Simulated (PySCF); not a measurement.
A calculated (HSE06, PySCF 2.14, aug-cc-pV(5+d)Z, the non-relativistic Hamiltonian (point nucleus)) atom or ion has these occupied shells.

```
shell  electrons  orbital energy (eV)  rms radius, mean of both spins (bohr)
 1s α          1              -2770.3                                  0.106
 1s β          1              -2770.0                                  0.106
 2s α          1              -261.89                                  0.485
 2s β          1              -261.35                                  0.485
 2p α          3              -200.07                                  0.454
 2p β          3              -199.69                                  0.454
 3s α          1              -24.187                                   1.64
 3p α          3              -10.889                                   2.00
 3p β          3               -9.327                                   2.00
```

Q: Name the element and its charge.

A: Cl (chlorine, neutral), in [Ne] 3s1 3p6, 2S determinant (an excited configuration).
